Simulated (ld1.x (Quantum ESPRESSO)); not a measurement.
## gallium: excitation energies, all-electron against TM semilocal

- Element: gallium
- Generator: ld1.x (Quantum ESPRESSO) 7.5
- Type: norm-conserving Troullier–Martins (semilocal form)
- Functional: PBE
- Relativity: scalar-relativistic
- Frozen core: [Ar]
- Valence charge: 13
- Reference configuration: 3d10 4s2 4p1
- Partial waves: 4p (bound): rc 2.15 bohr; 3d (bound): rc 0.60 bohr; 4s (bound): rc 1.65 bohr
- Local potential: the s channel
- Core correction: none

Energies are relative to the spin-unpolarised reference configuration 3d10 4s2 4p1; without spin polarisation the order of configurations can differ from experiment. The frozen-core shift is the all-electron ΔE with the core orbitals held at their reference shape minus the fully relaxed ΔE.

```
valence configuration  charge  ΔE all-electron (eV)  error AE − PS (meV)  frozen-core shift (meV)
         3d10 4s2 4p0      +1                 5.688                 -0.1                     +0.7
         3d10 4s1 4p0      +2                26.816                  +12                     +4.3
         3d10 4s0 4p0      +3                58.088                  +86                      +14
          3d9 4s2 4p1      +1                27.696                 -222                     +203
         3d10 4s1 4p2       0                 6.538                 +1.1                     +0.8
       3d10 4s2 4p1.3    -0.3                -0.534                 +0.1                      0.0
```

(1) What are ΔE and the potential's error for 3d9 4s2 4p2?

Levels in the configuration 3d10 4s1 4p2:

```csv
level,all-electron (eV),pseudo (eV)
3d,-21.035,-21.009
4s,-10.044,-10.039
4p,-3.348,-3.347
```

A Bessel basis up to 400 Ry misses an occupied level by 0.03 Ry, so cutoffs and ghosts were not judged.

## Answers

(1) ΔE = 20.315 eV all-electron; the error (AE − PS) is -275 meV.
